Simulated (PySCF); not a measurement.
hydrogen peroxide (H$_{2}$O$_{2}$), singlet, at a GFN2-xTB geometry; B3LYP/6-31G** (PySCF).

PySCF was given this input:
```python
from pyscf import gto, scf, dft

mol = gto.M(
    atom='''
O    -0.023120    0.709965   -0.012564
O     0.023120   -0.709965    0.012564
H     0.913898    0.942485   -0.032627
H    -0.913898   -0.942485    0.032627
''',
    basis='6-31g**',
    charge=0,
    spin=0,
    verbose=4,
)

mf = dft.RKS(mol)
mf.xc = 'b3lyp'
mf.conv_tol = 1e-4
mf.kernel()
```

Q: Write the output that PySCF gives for this input, abridged.

A: 
```
PySCF version 2.14.0

[INPUT] verbose = 4
[INPUT] num. atoms = 4
[INPUT] num. electrons = 18
[INPUT] charge = 0
[INPUT] spin (= nelec alpha-beta = 2S) = 0
[INPUT] symmetry False subgroup None
[INPUT] Mole.unit = angstrom
[INPUT] Symbol           X                Y                Z      unit          X                Y                Z       unit  Magmom
[INPUT]  1 O     -0.023120000000   0.709965000000  -0.012564000000 AA   -0.043690468000   1.341639408027  -0.023742519029 Bohr   0.0
[INPUT]  2 O      0.023120000000  -0.709965000000   0.012564000000 AA    0.043690468000  -1.341639408027   0.023742519029 Bohr   0.0
[INPUT]  3 H      0.913898000000   0.942485000000  -0.032627000000 AA    1.727016925788   1.781038526511  -0.061656094266 Bohr   0.0
[INPUT]  4 H     -0.913898000000  -0.942485000000   0.032627000000 AA   -1.727016925788  -1.781038526511   0.061656094266 Bohr   0.0

nuclear repulsion = 37.3135127521885
number of shells = 18
number of NR pGTOs = 68
number of NR cGTOs = 38
basis = 6-31g**
ecp = {}

******** <class 'pyscf.dft.rks.RKS'> ********
method = RKS
initial guess = minao
damping factor = 0
level_shift factor = 0
DIIS = <class 'pyscf.scf.diis.CDIIS'>
diis_start_cycle = 1
diis_space = 8
diis_damp = 0
SCF conv_tol = 0.0001
SCF conv_tol_grad = None
SCF max_cycles = 50
direct_scf = True
direct_scf_tol = 1e-13
XC library pyscf.dft.libxc version 7.1.2
    S. Lehtola, C. Steigemann, M. J. T. Oliveira, and M. A. L. Marques,  SoftwareX 7, 1–5 (2018)
XC functionals = b3lyp
    P. J. Stephens, F. J. Devlin, C. F. Chabalowski, and M. J. Frisch,  J. Phys. Chem. 98, 11623 (1994)
radial grids:
    Treutler-Ahlrichs [JCP 102, 346 (1995); DOI:10.1063/1.469408] (M4) radial grids

becke partition: Becke, JCP 88, 2547 (1988); DOI:10.1063/1.454033
pruning grids: <function nwchem_prune>
grids dens level: 3
symmetrized grids: False
atomic radii adjust function: <function treutler_atomic_radii_adjust>
small_rho_cutoff = 0
Set gradient conv threshold to 0.01
Initial guess from minao.
tot grids = 47784
init E= -151.618917976607
  HOMO = -0.326325817754146  LUMO = -0.0859125333124462  gap/eV = 6.54198
cycle= 1 E= -151.48578699325  delta_E= 0.133  |g|= 0.512  |ddm|=  1.8
  HOMO = -0.14302155256965  LUMO = 0.0952592835236624  gap/eV = 6.48395
cycle= 2 E= -151.482091427465  delta_E= 0.0037  |g|= 0.546  |ddm|= 0.713
  HOMO = -0.242328710182304  LUMO = 0.0370267109496494  gap/eV = 7.60165
cycle= 3 E= -151.53690114068  delta_E= -0.0548  |g|= 0.0436  |ddm|= 0.383
  HOMO = -0.236564892573947  LUMO = 0.0453042322727599  gap/eV = 7.67005
cycle= 4 E= -151.537254914076  delta_E= -0.000354  |g|= 0.00415  |ddm|= 0.0269
  HOMO = -0.236952771640889  LUMO = 0.0451019577531167  gap/eV = 7.67510
cycle= 5 E= -151.537258181664  delta_E= -3.27e-06  |g|= 0.000595  |ddm|= 0.00271
  HOMO = -0.237126427402957  LUMO = 0.0449716346888032  gap/eV = 7.67628
Extra cycle  E= -151.537258232373  delta_E= -5.07e-08  |g|= 0.000317  |ddm|= 0.000563
converged SCF energy = -151.537258232373
```
